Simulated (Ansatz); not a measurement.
C2H6ClFSi can be A, `FCC[SiH2]Cl`, or B, `C[SiH](F)CCl`.

Isolated molecules relaxed with PBE0-D4/def2-TZVP in Ansatz; ΔE leaves out vibrations. CCSD(T)/CBS adds triple-zeta CCSD(T) − MP2 to the extrapolated MP2 energy (def2 sets, frozen cores). DFT in def2-TZVPP. One conformer a species, not always the lowest.

A:

Z-matrix (Å, degrees):
```
C
C 1 1.510
F 1 1.386 2 109.9
H 1 1.094 2 111.3 3 119.1
H 1 1.094 2 111.7 3 -119.0
Si 2 1.873 1 114.7 3 -56.3
H 2 1.096 1 110.2 3 65.9
H 2 1.095 1 108.9 3 -177.3
Cl 6 2.062 2 108.7 1 -55.8
H 6 1.483 2 109.6 1 -173.2
H 6 1.479 2 113.0 1 63.8
```

B:

Z-matrix (Å, degrees):
```
C
Si 1 1.850
H 1 1.092 2 110.2
H 1 1.092 2 110.7 3 -119.7
H 1 1.093 2 111.0 3 120.0
F 2 1.607 1 109.2 3 -178.1
C 2 1.877 1 111.8 3 -60.3
H 2 1.482 1 112.5 3 62.5
Cl 7 1.789 2 107.2 1 64.1
H 7 1.091 2 112.9 1 -54.3
H 7 1.090 2 112.6 1 -177.7
```

(1) Which isomer does CCSD(T)/CBS put lower? Give the gap. (Estimate.)

(2) Give E(B) − E(A) in kcal/mol with HF/def2-TZVPP, PBE0-D4, MP2/def2-TZVPP, PBE-D4, CCSD/def2-TZVPP, CCSD(T)/def2-TZVPP, ωB97M-V. (An estimate is asked.)

Largest T1 diagnostic: 0.010.

Results:

(1) Ansatz gave: B, by 24.5 kcal/mol.

(2) Ansatz gave: HF/def2-TZVPP -21.7, PBE0-D4 -22.2, MP2/def2-TZVPP -24.9, PBE-D4 -22.1, CCSD/def2-TZVPP -23.5, CCSD(T)/def2-TZVPP -23.6, ωB97M-V -23.4. None reverses the order clearly.

In def2-TZVPP, CCSD(T) changes the Hartree–Fock value by −1.9 kcal/mol (the triples alone add −0.1 kcal/mol) and MP2 by −3.2 kcal/mol.
